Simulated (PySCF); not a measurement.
Species: C4H8F2O2Si.
Atom-mapped SMILES: `[F:1][CH2:2][C@@H:3]1[O:4][SiH2:5][O:6][C@H:7]1[CH2:8][F:9]`

Definitions: NICS(0) = −σiso at the ring centroid; NICS(1) = −σiso and NICS(1)zz = −σzz at ±1 Å along the ring normal z. Level: GIAO KT3/pcSseg-1 (PySCF, non-relativistic, gas phase) on the PBE0-D3(BJ)/def2-SVP geometry, one conformer.

Ring bond lengths (Å): C3–O4 1.415, O4–Si5 1.678, Si5–O6 1.678, O6–C7 1.409, C7–C3 1.552.

Problem. Give the NICS values of each ring in ppm.

Solution. 
```json
{"ring": "C3–O4–Si5–O6–C7", "type": "5-membered ring with 2 O and Si; formal bonds all single", "NICS(0)": "-8.6", "NICS(1), two faces": "-3.3 / -2.8", "NICS(1)zz, two faces": "-6.8 / -10.3", "rms pucker (Å)": "0.11", "centre to ring atoms, mean (Å)": "1.31"}
```

Problem. What can be read from them?

Solution. 
- C3–O4–Si5–O6–C7: mean NICS(1)zz -8.5 ppm, shielded. C3, Si5, C7 have four or more neighbours; no verdict on aromaticity is drawn. The two faces differ by 3.5 ppm, so no symmetry operation interchanges them. NICS(0) lies 6 ppm below the mean NICS(1).

Problem. How shielded are the nuclei of the rings and their hydrogens (means over atoms taken as equivalent)?

Solution. 
| atoms | environment | σ isotropic (ppm) | principal values of the symmetric part, first atom (ppm) |
| --- | --- | --- | --- |
| C3 (×2) | sp3 carbon bound to oxygen | 106.2 | 84.3, 97.9, 133.8 |
| O4 (×2) | silyl ether oxygen | 274.3 | 229.7, 250.9, 338.0 |
| Si5 | oxygen-bound silicon | 365.4 | 338.9, 344.2, 413.0 |
| H on C3 (×2) | methine hydrogen | 27.20 | 24.6, 26.1, 31.3 |
| H on Si5 (×2) | Si–H hydrogen | 26.23 | 22.6, 24.0, 32.2 |

Problem. How do the values depend on the level or the medium?

Solution. 
| level | NICS(0), C3–O4–Si5–O6–C7 | mean NICS(1)zz, C3–O4–Si5–O6–C7 |
| --- | --- | --- |
| KT3/pcSseg-1, gas | -8.6 | -8.5 |
| PBE0/pcSseg-1, gas | -8.4 | -8.4 |
| PBE0/pcSseg-1, IEF-PCM benzene | -8.3 | -8.4 |
| PBE0/pcSseg-1, IEF-PCM dimethylsulfoxide | -8.3 | -8.3 |

The geometry is the same throughout; the continuum's cavity takes Bondi-type radii × 1.2.
